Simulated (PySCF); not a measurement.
Zn(Me)(OH) anion (CH4OZn), SMILES [OH][Zn][CH3] (connectivity only; charge and spin as stated), charge -1, multiplicity 2. Atoms are numbered in the order given.

```xyz
7

Zn     0.0863     0.0929     0.3289
C     -0.2446     1.4476    -1.1567
H     -1.0681     2.1385    -0.9049
H     -0.5101     0.9393    -2.1024
H      0.6475     2.0690    -1.3494
O     -0.0430    -1.7972     0.0667
H      0.1529    -2.2414     0.8956
```
Charge -1, spin multiplicity 2.

Geometry: PBE0-D3(BJ)/def2-SVPD. The multiplicity is an assumed one; other spin states were not compared. The isomer is the one that the SMILES or the coordinates give; other isomers of the formula were not compared. The values are those of a single conformer.

All values below come from PySCF with IEF-PCM-B3LYP/def2-SVPD.

The values are the electrostatic part of the solvation free energy, E(continuum) − E(gas) at the gas-phase geometry, in a cavity of scaled van der Waals radii (PySCF's table); cavitation and dispersion terms are not included. A continuum can't describe solvent molecules that bind to the metal.

Computed values in water (ε = 78.36), dichloromethane (ε = 8.93), acetonitrile (ε = 35.69):
```csv
solvent,ε,ΔG(elec) (kcal/mol)
water,78.36,-51.6
dichloromethane,8.93,-45.8
acetonitrile,35.69,-50.7
```
